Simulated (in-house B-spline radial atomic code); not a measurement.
Orbital energies and mean radii along the 13-electron series, configuration 1s2 2s2 2p6 3s2 3p1/2(1). The effective charge is n√(-2ε), a non-relativistic measure. Computed with an all-electron radial atomic-structure program (B-spline basis): Dirac-Hartree-Fock, jj configuration that fills j = l - 1/2 first, finite nuclei.

| ion | Z | energy of 2p1/2 (Eh) | mean radius of 2p1/2 (bohr) | energy of 2s1/2 (Eh) | mean radius of 2s1/2 (bohr) | effective charge of 2p1/2 |
| --- | --- | --- | --- | --- | --- | --- |
| Mn12+ | 25 | -37.476 | 0.24168 | -41.79 | 0.2745 | 17.315 |
| Fe13+ | 26 | -42.022 | 0.23011 | -46.562 | 0.26213 | 18.335 |
| Co14+ | 27 | ? | ? | ? | ? | ? |
| Ni15+ | 28 | -51.902 | 0.20992 | -56.899 | 0.24038 | 20.377 |
| Cu16+ | 29 | -57.238 | 0.20106 | -62.466 | 0.23075 | 21.399 |
| Zn17+ | 30 | ? | ? | ? | ? | ? |
| Ga18+ | 31 | -68.71 | 0.18532 | -74.403 | 0.21357 | 23.445 |
| Ge19+ | 32 | -74.848 | 0.1783 | -80.777 | 0.20586 | 24.47 |
| As20+ | 33 | -81.257 | 0.17177 | -87.422 | 0.19866 | 25.496 |

**Question.** Fill in the row of Co14+.

**Answer.** energy of 2p1/2 (Eh): -46.83; mean radius of 2p1/2 (bohr): 0.21957; energy of 2s1/2 (Eh): -51.598; mean radius of 2s1/2 (bohr): 0.2508; effective charge of 2p1/2: 19.356.

**Question.** Fill in the row of Zn17+.

**Answer.** energy of 2p1/2 (Eh): -62.841; mean radius of 2p1/2 (bohr): 0.19288; energy of 2s1/2 (Eh): -68.3; mean radius of 2s1/2 (bohr): 0.22184; effective charge of 2p1/2: 22.422.

**Question.** How does the screening of 2p1/2 change?

**Answer.** Z less the effective charge goes from 7.69 at Z = 25 to 7.50 at Z = 33.
